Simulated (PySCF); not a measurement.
Molecule: SMILES C1C[SiH2]CCO1, C4H10OSi.

Geometry:
```json
{"atom": "C1", "x (Å)": "0.955", "y (Å)": "0.990", "z (Å)": "-0.667"}
{"atom": "C2", "x (Å)": "1.593", "y (Å)": "-0.062", "z (Å)": "0.251"}
{"atom": "Si3", "x (Å)": "0.188", "y (Å)": "-1.002", "z (Å)": "1.110"}
{"atom": "C4", "x (Å)": "-1.268", "y (Å)": "-0.770", "z (Å)": "-0.073"}
{"atom": "C5", "x (Å)": "-1.394", "y (Å)": "0.716", "z (Å)": "-0.445"}
{"atom": "O6", "x (Å)": "-0.253", "y (Å)": "1.485", "z (Å)": "-0.134"}
{"atom": "H7", "x (Å)": "0.782", "y (Å)": "0.569", "z (Å)": "-1.677"}
{"atom": "H8", "x (Å)": "1.618", "y (Å)": "1.860", "z (Å)": "-0.793"}
{"atom": "H9", "x (Å)": "2.230", "y (Å)": "0.421", "z (Å)": "1.008"}
{"atom": "H10", "x (Å)": "2.238", "y (Å)": "-0.749", "z (Å)": "-0.320"}
{"atom": "H11", "x (Å)": "-0.104", "y (Å)": "-0.445", "z (Å)": "2.466"}
{"atom": "H12", "x (Å)": "0.506", "y (Å)": "-2.457", "z (Å)": "1.266"}
{"atom": "H13", "x (Å)": "-2.212", "y (Å)": "-1.157", "z (Å)": "0.342"}
{"atom": "H14", "x (Å)": "-1.046", "y (Å)": "-1.388", "z (Å)": "-0.960"}
{"atom": "H15", "x (Å)": "-1.636", "y (Å)": "0.827", "z (Å)": "-1.521"}
{"atom": "H16", "x (Å)": "-2.212", "y (Å)": "1.181", "z (Å)": "0.124"}
```

Geometry PBE0-D3(BJ)/def2-SVP throughout; GIAO in PySCF 2.14.0 with density-fitted response routines, gas phase, one conformer, non-relativistic; equivalent atoms averaged; basis pcSseg-1.

For orientation, B97-2 gives these shifts δ (against TMS, H2O at the same level): C1/C5 65.3, C2/C4 8.5, Si3 -49.0, O6 46.9, H11/H12 4.05, H7/H8/H15/H16 3.69, H9/H10/H13/H14 0.99 ppm.

A run gave: C1/C5 68.1, C2/C4 10.5, Si3 -45.0, O6 46.9, H11/H12 3.52, H7/H8/H15/H16 3.54, H9/H10/H13/H14 0.91 ppm (shifts δ (against TMS, H2O at the same level)).

Which functional was used in that run?
A. PBE
B. OPBE
C. WP04
D. KT2

## Answers

C. H11/H12 tells them apart best: WP04 gives 3.52, KT2 gives 4.21, OPBE gives 4.17, PBE gives 4.24 ppm.
